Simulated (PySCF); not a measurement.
Excitation energy of P²⁺ by level of theory

P²⁺ [Ne] 3s2 3p1 (2P) → P²⁺ [Ne] 3s1 3p1 3d1 (high-spin determinant), as a difference of total energies. Calculation: PySCF 2.14, in dyall-av2z (13s9p2d, 50 functions); no relativity, point nucleus. Correlated levels: valence: [Ne] frozen; virtual orbitals above 40 to 60 times the deepest correlated orbital energy dropped. The calculations carry no spin-orbit coupling.

```json
{"method": "UHF", "excitation energy (cm⁻¹)": "166380"}
{"method": "LDA", "excitation energy (cm⁻¹)": "169410"}
{"method": "PBE", "excitation energy (cm⁻¹)": "167310"}
{"method": "PBE0", "excitation energy (cm⁻¹)": "168990"}
{"method": "r2SCAN", "excitation energy (cm⁻¹)": "165540"}
{"method": "PBEsol", "excitation energy (cm⁻¹)": "166440"}
{"method": "wB97X-V", "excitation energy (cm⁻¹)": "172460"}
{"method": "B3LYP", "excitation energy (cm⁻¹)": "171810"}
{"method": "PW91", "excitation energy (cm⁻¹)": "167570"}
{"method": "MP2 (valence)", "excitation energy (cm⁻¹)": "173750"}
{"method": "SCS-MP2 (valence)", "excitation energy (cm⁻¹)": "175930"}
```

A first-order spin-orbit estimate (lowest level to lowest level, LS coupling) adds 0.010 eV.

The promoted electron is Rydberg-like, and one or two diffuse shells describe it only roughly, which tends to raise the upper state.

The determinant of the upper state mixes LS terms, which raises its energy above the lowest term, most at the Hartree-Fock and MP2 levels.
